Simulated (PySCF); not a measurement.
Compound: C5H13GeP.
Cartesian coordinates in Å at the PBE0-D3(BJ)/def2-SVP level; atoms count from 1:
```
atom  x, y, z in Å
P1     2.5679   -0.2317    1.1662
Ge2    1.0228    1.0501   -0.0231
C3     0.4625    0.0075   -1.5882
C4    -0.3878   -1.1855   -1.1440
C5    -1.6071   -0.8167   -0.2967
C6    -1.2908   -0.2397    1.0849
C7    -0.6148    1.1325    1.0544
H8     3.6216   -0.0402    0.2192
H9     3.0004    0.8510    1.9928
H10    1.5684    2.4474   -0.3932
H11   -0.1242    0.6758   -2.2421
H12    1.3363   -0.3221   -2.1718
H13    0.2408   -1.8931   -0.5721
H14   -0.7277   -1.7429   -2.0337
H15   -2.2272   -1.7186   -0.1663
H16   -2.2344   -0.0974   -0.8559
H17   -0.6491   -0.9564    1.6292
H18   -2.2261   -0.1740    1.6670
H19   -0.3971    1.4950    2.0713
H20   -1.2828    1.8772    0.5876
```

Theory: PySCF, TDDFT PBE0/def2-SVPD, vertical, gas phase, core orbitals frozen in the response. The PBE0/def2-SVPD calculation is non-relativistic and has no spin–orbit coupling, an omission that weighs most on germanium.

Kohn–Sham orbitals with the atoms that hold most of them (Löwdin shares over 4%, at most four atoms; ? is withheld):

| orbital | ε (eV) | atoms |
| --- | --- | --- |
| LUMO+2 | 0.70 | P1 32%, Ge2 18%, H10 8%, H8 8% |
| LUMO+1 | 0.63 | P1 42%, H9 12%, H8 10%, Ge2 7% |
| LUMO | ? | ? |
| HOMO | -7.11 | ? |
| HOMO-1 | -7.60 | C7 21%, C3 19%, Ge2 18%, C6 8% |
| HOMO-2 | -8.07 | Ge2 19%, P1 15%, C3 13%, C7 12% |
| HOMO-3 | -8.99 | P1 27%, Ge2 13%, C5 9%, C4 7% |

(1) Give the leading atoms of the HOMO.

(2) Which atoms hold the LUMO, and with what shares?

(3) What is the LUMO energy, and the HOMO–LUMO gap?

Results:

(1) P1 (bonded to Ge and 2 H) 61%; Ge2 (bonded to 2 C, P and H) 15%; H8 (bonded to P) 6%; H9 (bonded to P) 6%. By element: phosphorus 61%, germanium 15%, hydrogen 12% or more.

(2) Ge2 (bonded to 2 C, P and H) 25%; P1 (bonded to Ge and 2 H) 20%; H10 (bonded to Ge) 9%; H9 (bonded to P) 7%. By element: germanium 25%, phosphorus 20%, hydrogen 16% or more.

(3) ε(LUMO) = 0.27 eV; the gap is 7.38 eV (0.2713 hartree).

How does S1 compare with the orbital gap of 7.38 eV?

S1 is at 6.32 eV (f = 0.0051), 1.06 eV below the gap, made of HOMO→LUMO+1 (91%). Its leading pair isn't HOMO and LUMO; the energies of that pair differ by 7.73 eV. 

One configuration dominates each of S1, S2, S4 and S6. Which, and how do the shares of the two leading atoms of either orbital change from the occupied to the empty one?

- S1 (6.32 eV, f 0.0051), HOMO→LUMO+1 (91%): P1 61% → 42%, Ge2 15% → 7%, H9 6% → 12%
- S2 (6.37 eV, f 0.017), HOMO→LUMO (76%): P1 61% → 20%, Ge2 15% → 25%
- S4 (6.82 eV, f 0.025), HOMO-1→LUMO (90%): C7 21% → at most 8%, C3 19% → at most 8%, Ge2 18% → 25%, P1 at most 8% → 20%
- S6 (7.15 eV, f 0.018), HOMO-1→LUMO+1 (91%): C7 21% → at most 7%, C3 19% → at most 7%, P1 at most 8% → 42%, H9 at most 8% → 12%

One conformer stands for the species.

Without π bonds the low states are Rydberg-like; a valence basis with one diffuse set may place them up to an eV too high.
